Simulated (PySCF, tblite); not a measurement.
One entry of a table of gas-phase calculations, keyed by method. Lists by class give the value and the number of equivalent atoms.

```json
{
 "formula": "C7H17NSi",
 "smiles": "CCC[SiH2]N1CCCC1",
 "inchi": "InChI=1S/C7H17NSi/c1-2-7-9-8-5-3-4-6-8/h2-7,9H2,1H3",
 "charge": 0,
 "multiplicity": 1,
 "geometry_level": "GFN2-xTB",
 "atoms_angstrom": [
  ["C", 4.191, -0.278, -0.039],
  ["C", 2.941, 0.433, -0.546],
  ["C", 1.662, -0.257, -0.09],
  ["Si", 0.119, 0.646, -0.721],
  ["N", -1.239, -0.366, -0.428],
  ["C", -2.555, 0.032, -0.877],
  ["C", -3.283, 0.543, 0.378],
  ["C", -2.526, -0.117, 1.543],
  ["C", -1.491, -1.011, 0.842],
  ["H", 4.193, -0.314, 1.049],
  ["H", 4.227, -1.298, -0.415],
  ["H", 5.088, 0.242, -0.368],
  ["H", 2.942, 1.464, -0.187],
  ["H", 2.961, 0.47, -1.637],
  ["H", 1.667, -1.289, -0.446],
  ["H", 1.665, -0.305, 1.001],
  ["H", 0.138, 0.807, -2.18],
  ["H", 0.09, 1.992, -0.108],
  ["H", -2.489, 0.78, -1.663],
  ["H", -3.071, -0.851, -1.275],
  ["H", -4.336, 0.267, 0.364],
  ["H", -3.216, 1.629, 0.438],
  ["H", -2.017, 0.635, 2.145],
  ["H", -3.182, -0.692, 2.195],
  ["H", -1.923, -2.002, 0.651],
  ["H", -0.576, -1.137, 1.417]
 ],
 "electronic_structure_code": "PySCF",
 "results": {
  "GFN2-xTB geometry": {
   "point_group": "C1",
   "rotational_constants_GHz": [3.609, 0.58, 0.54]
  },
  "PBE0/pcSseg-1 ground state and GIAO shieldings, non-relativistic": {
   "dipole_D": 0.86,
   "homo_eV": -6.31,
   "lumo_eV": 0.99,
   "shift_vs_computed_TMS_C_by_class_ppm": [
    [52.3, 2],
    [27.2, 2],
    [21.2, 1],
    [19.9, 1],
    [18.5, 1]
   ],
   "shift_vs_computed_TMS_H_by_class_ppm": [
    [4.72, 2],
    [2.97, 4],
    [1.6, 4],
    [1.25, 2],
    [1.13, 3],
    [0.81, 2]
   ],
   "shielding_other_nuclei_by_class_ppm": [
    ["N", 217.3, 1],
    ["Si", 378.1, 1]
   ],
   "charges_hirshfeld_e_by_atom": [-0.12, -0.06, -0.16, 0.36, -0.18, -0.03, -0.08, -0.08, -0.03, 0.04, 0.04, 0.04, 0.04, 0.04, 0.04, 0.04, -0.09, -0.1, 0.04, 0.03, 0.04, 0.04, 0.04, 0.04, 0.03, 0.04]
  },
  "GFN2-xTB harmonic vibrations, gas phase": {
   "strongest_ir_bands_cm-1_km_per_mol_modes": [
    [751.8, 148.2, 1],
    [783.9, 155.8, 1],
    [813.2, 231.2, 1],
    [2115.9, 365.3, 1],
    [2227.5, 275.6, 1],
    [3022.9, 171.1, 3]
   ],
   "zpe_kcal_per_mol": 142.7
  }
 }
}
```

The rotational constants make it an asymmetric top with κ = (2B − A − C)/(A − C) = -0.97, nearer the prolate limit (−1). The dipole equals about 2.9 × 10⁻³⁰ C·m (1 D = 3.33564 × 10⁻³⁰ C·m).

One conformer (not necessarily the lowest) at the GFN2-xTB geometry, without solvent or vibrations. NMR classes are plain means over equivalent atoms (diastereotopic ones count apart unless rotation or inversion swaps them), as if these changed places fast; in this geometry the members of some classes differ.
